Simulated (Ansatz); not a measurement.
fac-CrBr3(PH3)3 (CrP3H9Br3), relaxed as a doublet with UKS PBE0-D4/def2-SVP in Ansatz, starting from the PBE0-D4/def2-SVP geometry of the neutral quartet. Force threshold 0.03 eV/Å.

The charge 0 doublet is spin-contaminated (final ⟨S²⟩ up to 1.76, 0.75 for a pure state). The name describes the quartet; other states may take another shape. At PBE0-D4/def2-SVP a quartet of charge 0 lies 1.01 eV below the doublet, each at its own geometry.

Start:

```tsv
atom	x (Å)	y (Å)	z (Å)
Cr1	-0.446	0.629	-0.583
Br2	-2.099	-0.340	-2.092
P3	1.241	1.302	1.029
H4	2.572	0.807	0.944
H5	1.029	1.111	2.422
H6	1.489	2.690	1.000
Br7	-1.697	2.392	0.545
P8	0.879	-1.226	-1.420
H9	0.906	-1.276	-2.829
H10	0.519	-2.572	-1.128
H11	2.271	-1.310	-1.137
Br12	1.016	1.869	-2.091
P13	-1.641	-0.751	1.018
H14	-3.032	-0.519	0.997
H15	-1.388	-0.636	2.414
H16	-1.620	-2.169	0.912
```

Estimate the energy that the relaxation releases and the steps that it takes.

0.01 eV, in 5 steps; 2.9 min on 4 threads of Intel Xeon Platinum 8259CL on a shared host. No frequencies were taken in this run, so the end may be a saddle point.

Does the start keep its bonding and symmetry?

By distances, no bond broke or formed. The bond that changes most is Cr1–P13, from 2.43 to 2.41 Å (atoms count from 1). Point group C3v at the start, C3v at the end, both within 0.05 Å.

Predict the relaxed structure.


Cartesian coordinates in Å:
```
Cr -0.4548 0.6343 -0.5938
Br -2.0949 -0.3314 -2.0943
P 1.2269 1.2858 1.0163
H 2.5538 0.7800 0.9270
H 1.0162 1.0789 2.4080
H 1.4926 2.6710 1.0120
Br -1.6974 2.3910 0.5269
P 0.8677 -1.2103 -1.4072
H 0.9210 -1.2831 -2.8151
H 0.5065 -2.5530 -1.1056
H 2.2555 -1.2939 -1.1048
Br 0.9987 1.8757 -2.0881
P -1.6251 -0.7386 1.0057
H -3.0202 -0.5295 1.0084
H -1.3573 -0.6194 2.3982
H -1.5891 -2.1573 0.9065
```
Bond lengths: 3 × Br–Cr 2.42 to 2.43 Å; 3 × Cr–P 2.41 to 2.42 Å; 9 × H–P 1.41 to 1.42 Å.
